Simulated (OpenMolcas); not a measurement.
Computed levels of 5s² 5p in ions with 49 electrons, in cm-1 above ²P°_1/2.

```
Program             : OpenMolcas
Method              : CASSCF
Basis               : ANO-R2
Scalar Hamiltonian  : X2C, finite nucleus
Spin-orbit coupling : state interaction with AMFI integrals over the reference wave functions, term energies averaged over their components
```

Active space for each ion: 3 electrons in 4 orbitals (5s 5p).

```json
{"Level": "²P°_3/2", "In": "2035", "Sb2+": "5657", "Te3+": "8020", "I4+": "10714", "Xe5+": "13816"}
```

Estimate ²P°_3/2 for Sn+ from its neighbours In and Sb2+.

²P°_3/2 is fine structure, which grows about as the fourth power of a screened charge, so the fourth roots are averaged: ((2035^0.25 + 5657^0.25) / 2)^4 = 3505. The calculation gives 3791, so the estimate is off by -7.5 %; the measured value is 4251 (NIST Handbook of Basic Atomic Spectroscopic Data).

Some high roots are left out of the spin-orbit mixing, which shifts the levels that they would mix with (holds for In). Without dynamic correlation excited terms often stand tens of per cent too high (terms of higher spin than the ground term too low), and those without a measured partner can miss by more than the paired ones (holds for In). Computed and measured levels are paired by configuration, term and J; levels that our copy of the source lacks, or whose pairing is in doubt (as where it misses far off the trend of its configuration), stay unpaired and out of the deviations. Levels of configurations outside the active space are missing.

° marks odd parity.
